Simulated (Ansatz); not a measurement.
Start from `[OH][AlH][CH2]Br` and change one atom or group to get `B[CH2][AlH][OH]`.

Ansatz, PBE0-D4/def2-TZVP geometries, multiplicity 1. Each molecule was computed in one conformer, which needn't be the lowest. `[OH][AlH][CH2]Br` holds a close contact that its SMILES doesn't draw: Br···Al 2.72 Å.

Scalar relativity is left out up to krypton. Spin–orbit coupling is left out; it splits and shifts lone-pair levels of the heavy atoms by tenths of an eV.

```tsv
property	`[OH][AlH][CH2]Br`
HOMO energy (B3LYP/def2-TZVPP) / eV	-7.60
HOMO energy (PBE/def2-TZVPP) / eV	-6.53
size of the dipole moment (B3LYP/def2-TZVPP) / D	2.40
LUMO energy (B3LYP/def2-TZVPP) / eV	-1.18
size of the dipole moment (ωB97M-V/def2-TZVPP) / D	2.42
LUMO energy (PBE/def2-TZVPP) / eV	-1.86
```

(1) What does the change do to each property? (Best estimate.)

Results:

(1) The calculation gave: 
```
                                          property  `B[CH2][AlH][OH]`  shift
               HOMO energy (B3LYP/def2-TZVPP) / eV              -8.01  -0.41
                 HOMO energy (PBE/def2-TZVPP) / eV              -7.02  -0.49
  size of the dipole moment (B3LYP/def2-TZVPP) / D               1.95  -0.45
               LUMO energy (B3LYP/def2-TZVPP) / eV              -1.71  -0.53
size of the dipole moment (ωB97M-V/def2-TZVPP) / D               1.94  -0.48
                 LUMO energy (PBE/def2-TZVPP) / eV              -2.38  -0.52
```

With PBE0 the HOMO falls by 0.41 eV and the LUMO falls by 0.60 eV, so the gap narrows by about 0.19 eV. PBE moves the HOMO by -0.49 eV and ωB97M-V by -0.38 eV. Dipoles are sizes alone; their direction can turn.

B3LYP here is the variant with VWN-RPA as its local correlation; programs differ in this.
